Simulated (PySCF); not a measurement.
PySCF 2.14 output of an unrestricted PBE calculation on a single atom or ion in x2c-TZVPPall (11s7p7d3f1g, 97 functions), with scalar relativity by spin-free X2C-1e:

```
SCF conv_tol = 1e-09
number electrons alpha = 37  beta = 34
    J. P. Perdew, K. Burke, and M. Ernzerhof.,  Phys. Rev. Lett. 77, 3865 (1996)
    J. P. Perdew, K. Burke, and M. Ernzerhof.,  Phys. Rev. Lett. 78, 1396 (1997)
    J. P. Perdew, K. Burke, and M. Ernzerhof.,  Phys. Rev. Lett. 77, 3865 (1996)
    J. P. Perdew, K. Burke, and M. Ernzerhof.,  Phys. Rev. Lett. 78, 1396 (1997)
cycle= 1 E= -15604.1151067502  delta_E= -0.0292  |g|= 0.348  |ddm|= 0.386
cycle= 2 E= -15604.1098842734  delta_E= 0.00522  |g|= 0.412  |ddm|= 0.315
cycle= 3 E= -15604.1263415703  delta_E= -0.0165  |g|= 0.00503  |ddm|= 0.183
cycle= 4 E= -15604.1263507745  delta_E= -9.2e-06  |g|= 0.00179  |ddm|= 0.0105
cycle= 5 E= -15604.1263513969  delta_E= -6.22e-07  |g|= 0.000207  |ddm|= 0.00116
cycle= 6 E= -15604.1263514204  delta_E= -2.35e-08  |g|= 8.46e-05  |ddm|= 0.000577
cycle= 7 E= -15604.1263514227  delta_E= -2.28e-09  |g|= 1.32e-05  |ddm|= 8.37e-05
cycle= 8 E= -15604.1263514227  delta_E= -3.64e-11  |g|= 5.28e-07  |ddm|= 1.94e-05
converged SCF energy = -15604.1263514227  <S^2> = 3.7507687  2S+1 = 4.0003843
```

The run itself started from symmetry-adapted Hartree-Fock orbitals and held the occupation by maximum overlap, on a logarithmic radial grid, so the iterations belong to that start.

Q: Which element, charge and spin multiplicity is this?

A: Ta²⁺ (tantalum, charge +2), multiplicity 4; the state was [Xe] 4f14 5d2 6p1, one real determinant (an excited configuration).

⟨L²⟩ = 13.84 against 20 for a pure G term, so this real determinant mixes terms. Spin-orbit coupling, absent here, splits the open shell strongly.
